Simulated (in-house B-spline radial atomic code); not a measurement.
Ionising La7+ with different functionals

Computed with a B-spline radial code for spherical atoms: scalar-relativistic (spin-free X2C) Hamiltonian, Fermi nucleus of rms radius 4.855 fm, spin-polarised at highest spin, spherical fractional occupations for the functionals, and exact exchange of hybrids averaged over the configuration. The ionisation energy is the difference of two self-consistent energies, [Kr] 4d10 5s2 5p2 → [Kr] 4d10 5s2 5p1, without Breit or QED terms; ε is the level of the shell that loses the electron (its least bound occupied spin orbital). There is no spin-orbit coupling in this Hamiltonian.

```tsv
method	rung	ΔSCF (eV)	-ε(5p) (eV)
PBE0	global hybrid	104.65	99.67
B3LYP	global hybrid	104.73	99.30
TPSSh	global hybrid	?	?
BHandHLYP	global hybrid	104.56	101.24
r2SCAN0	global hybrid	104.86	99.99
B97-1	global hybrid	104.49	99.24
HSE06	range-separated hybrid	104.59	99.17
wB97X	range-separated hybrid	104.32	101.99
CAM-B3LYP	range-separated hybrid	?	?
LC-wPBE	range-separated hybrid	104.72	102.77
```

Question: What does TPSSh give?

Answer: ΔSCF 104.60 eV, and -ε(5p) = 98.62 eV.

Question: What does CAM-B3LYP give?

Answer: ΔSCF 104.74 eV, and -ε(5p) = 101.17 eV.

Question: Among the functionals, which spreads more, the ΔSCF values or the orbital energies?

Answer: The orbital energies: ΔSCF values span about 0.54 eV and the orbital energies 4.14 eV; here energy differences depend much less on the functional than eigenvalues do.

Question: How do they compare with the NIST value?

Answer: NIST lists 105 eV ± 2.1 (tabulated theory, ground level to ground level). Errors run from -0.68 to -0.14 eV; all lie within about twice that uncertainty, so the table can't rank the methods.
